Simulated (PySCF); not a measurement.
Computed shifts of a molecule CH7ClN2Si, PBE/pcSseg-1 (PySCF), GIAO, gas phase, atoms alike by connectivity averaged where their shifts nearly agree, in ppm (number of nuclei): ¹⁵N: 38.1 (1), 29.7 (1). ¹³C: 39.3 (1). ²⁹Si: -4.9 (1). ¹H: 5.15 (1), 2.76 (1), 2.67 (1), 1.37 (1), 0.75 (1), 0.62 (1), 0.15 (1). References: ¹⁵N against NH3 (σ = 267.0 ppm); ¹³C against TMS (σ = 182.0 ppm); ²⁹Si against TMS (σ = 335.4 ppm); ³⁵Cl against HCl (σ = 936.5 ppm); ¹H against TMS (σ = 31.49 ppm), references at their B3LYP-D3(BJ)/def2-TZVP geometries, non-relativistic (without spin–orbit terms, shifts of atoms bonded to Cl or Br come out too high). Geometry optimised at B3LYP-D3(BJ)/def2-SVP. One conformer was computed; it need not be the lowest.

### Question
Identify the compound among the candidates.
(A) C[Si](N)(N)Cl
(B) CN[Si@H](N)Cl
(C) NC[Si@@H](N)Cl

### Answer
C, NC[Si@@H](N)Cl
